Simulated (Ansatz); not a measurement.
Frontier orbitals of CH2BNO (`BN=C=O`).

```xyz
6

B    -0.0161    0.7566   -0.7790
N    -0.2213   -0.1312    0.2894
C    -0.0152   -1.0143    1.0695
O     0.1191   -1.8575    1.8576
H     0.9985    0.6894   -1.4075
H    -0.8650    1.5569   -1.0300
```

Total charge 0; spin multiplicity 1. All single points use the PBE0-D4/def2-TZVP geometry. Basis def2-TZVPP, Ansatz.

A caution on the coupled-cluster cation, which keeps the state that its UHF reference found: large T1 diagnostic of the cation; spin contamination of the cation.

Orbital energies of one run (eV). Highest occupied ones, from the top: -6.98, -8.34, -9.41, -10.70, -11.84, -11.88, -12.65, -16.01, -23.96, -28.28, -178.28, -273.03, -381.81, -512.26. Empty: -2.79, -0.14, 0.44, 0.91, 1.60, 2.12.

Q: Which functional gave them?
A. ωB97X-V
B. revPBE
C. B3LYP
D. LC-ωPBE

A: B. HOMO energies: revPBE -6.98, B3LYP -8.18, ωB97X-V -10.72, LC-ωPBE -11.06 eV.

B3LYP here is the variant with VWN-RPA as its local correlation; programs differ in this. LC-ωPBE has ω = 0.4 bohr⁻¹.
